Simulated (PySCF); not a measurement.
Compound: C6H10OS.
SMILES with atom numbers: `[O:1]=[S@:2]1[C@H:3]2[CH2:4][CH2:5][C@@H:6]1[CH2:7][CH2:8]2` (hydrogens: H9 on C3; H10, H11 on C4; H12, H13 on C5; H14 on C6; H15, H16 on C7; H17, H18 on C8)

Cartesian coordinates in Å at the GFN2-xTB level; atoms count from 1:
```xyz
18
C6H10OS angstrom
O     -0.5497   -0.1270    2.6727
S      0.3289    0.5221    1.7018
C      0.8888   -0.7424    0.4637
C     -0.4162   -1.3984    0.0458
C     -1.4346   -0.2526   -0.1072
C     -0.6796    1.0227    0.2264
C      0.4132    1.2990   -0.7924
C      1.4337    0.1517   -0.6375
H      1.6193   -1.4360    0.8738
H     -0.2897   -1.9608   -0.8810
H     -0.7402   -2.0906    0.8233
H     -2.2570   -0.3822    0.5965
H     -1.8509   -0.2065   -1.1150
H     -1.3232    1.8757    0.4288
H      0.8819    2.2626   -0.5886
H      0.0005    1.3361   -1.8018
H      2.4126    0.5412   -0.3546
H      1.5535   -0.4081   -1.5664
```

IAO charges (e) from the PBE0/pcSseg-1 density (PySCF), one withheld:

```tsv
atom	bonded to	charge
O1	S2	-0.9073
S2	O1 C3 C6	?
C3	S2 C4 C8 H9	-0.2490
C4	C3 C5 H10 H11	-0.2770
C5	C4 C6 H12 H13	-0.2771
C6	C5 C7 S2 H14	-0.2490
C7	C6 C8 H15 H16	-0.2767
C8	C7 C3 H17 H18	-0.2767
H9	C3	+0.1523
H10	C4	+0.1399
H11	C4	+0.1572
H12	C5	+0.1573
H13	C5	+0.1399
H14	C6	+0.1523
H15	C7	+0.1443
H16	C7	+0.1431
H17	C8	+0.1443
H18	C8	+0.1432
```

Task: What is the charge on S2?

Result: The charges add up to the total charge, 0. The others sum to -1.0390, which leaves +1.0390 e for S2 (sulfinyl sulfur).

Task: Add each hydrogen's charge to the atom that carries it.

Result: C3 -0.0967, C4 +0.0201, C5 +0.0201, C6 -0.0967, C7 +0.0107, C8 +0.0108. Atoms without hydrogen keep their charges.

Task: Across which bond do the charges differ most?

Result: S2–O1: +1.0390 on S2 against -0.9073 on O1, a difference of 1.9463 e. The lower charge is on the more electronegative element of the two (Pauling values: O 3.44, S 2.58).

Task: Take the bonds between elements whose Pauling electronegativities differ by more than 0.25. In how many does the more electronegative atom carry the lower charge?

Result: In 11 of 11.

Task: How much positive and how much negative charge does this set hold in all?

Result: +2.5128 e on 11 atoms and -2.5128 e on 7.

The IAO scheme counts the electrons in orthogonalised intrinsic atomic orbitals, a minimal basis polarised so that it spans the occupied orbitals exactly. Isolated species at its GFN2-xTB geometry, gas phase.
